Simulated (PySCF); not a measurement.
# Core binding energy against partial charge

Compound: C₄H₈OSi₂.
SMILES with atom numbers: `[CH3:1][C:2](=[O:3])[SiH2:4][C:5]#[C:6][SiH3:7]`

Binding energies: delta-SCF UKS SCAN, pcX-2 on the ionised atom, pcseg-1 elsewhere, spin-free X2C (PySCF 2.14.0). Charges: PBE0/pcSseg-1 ground-state density, for the ionised atom.

| atom | environment | C 1s (eV) | Mulliken (e) | IAO (e) | Hirshfeld (e) | ESP (e) |
| --- | --- | --- | --- | --- | --- | --- |
| C6 | alkyne carbon | 289.96 | -0.295 | -0.308 | -0.140 | -0.228 |
| C5 | alkyne carbon | 290.02 | -0.282 | -0.322 | -0.145 | -0.133 |
| C1 | methyl carbon next to a carbonyl | 291.08 | -0.271 | -0.465 | -0.122 | -0.459 |
| C2 | carbonyl carbon | 293.00 | -0.049 | +0.162 | +0.093 | +0.528 |

Task: How well does each charge scheme correlate with the binding energies over these sites?

Result: Hirshfeld: r = 0.96, slope 11.9 eV per e; Mulliken: r = 0.96, slope 11.6 eV per e; IAO: r = 0.81, slope 4.2 eV per e; ESP: r = 0.77, slope 2.6 eV per e. On 4 points no scheme stands out.

Task: The point-charge model writes a binding energy as kq + V + constant, with V the potential of the other atoms' charges at the site. What does it give with the IAO charges?

Result: V = Σ 14.40 eV Å × q/r over all other atoms: +1.62 eV at C6, +2.06 eV at C5, +6.81 eV at C1, -3.20 eV at C2. Fitting binding energy − V to q gives k = 18.3 eV per e and leaves an rms residual of 0.49 eV, against 0.73 eV for the fit on q alone. The model has no term for differences in relaxation between sites.

The unrestricted hole states depart most from a pure doublet (⟨S²⟩ = 0.75; over 0.85 named) for C 1s of C6 (0.85), C 1s of C5 (0.86) and C 1s of C2 (0.86), which makes these values less certain. Isolated species at its PBE0-D3(BJ)/def2-SVP geometry (one conformer only).

Shape of the structure used: `[CH3:1][C:2](=[O:3])[SiH2:4][C:5]#[C:6][SiH3:7]`: C1–C2–Si4–C5 -11°.
